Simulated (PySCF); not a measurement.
H5InO3Si, SMILES [In]([O][SiH3])([OH])[OH]. Geometry optimised at PBE-D3(BJ)/def2-SVP. The def2 effective core potentials stand for the cores of In; spin–orbit coupling is left out. The values are those of a single conformer.

### Question
Give the equilibrium geometry at PBE-D3(BJ)/def2-SVP (PySCF confirms it by a frequency run) as bond lengths and angles, and its point group. (Estimate from the structure and the level; the computed values follow.)

### Answer
Several could match; the one computed here: point group Cs.
Atoms: In1 O2 H3 O4 H5 O6 Si7 H8 H9 H10. Bond lengths (Å): In1–O2 2.015, In1–O4 2.021, In1–O6 2.006, O2–H3 0.978, O4–H5 0.978, O6–Si7 1.674, Si7–H8 1.510, Si7–H9 1.505, Si7–H10 1.510. Bond angles (°): O2–In1–O4 129.4, O2–In1–O6 114.2, O4–In1–O6 116.4, In1–O2–H3 109.2, In1–O4–H5 109.6, In1–O6–Si7 131.2, O6–Si7–H8 112.2, O6–Si7–H9 107.7, O6–Si7–H10 112.2, H8–Si7–H9 108.5, H8–Si7–H10 107.7, H9–Si7–H10 108.5.
Charge 0, spin multiplicity 1.
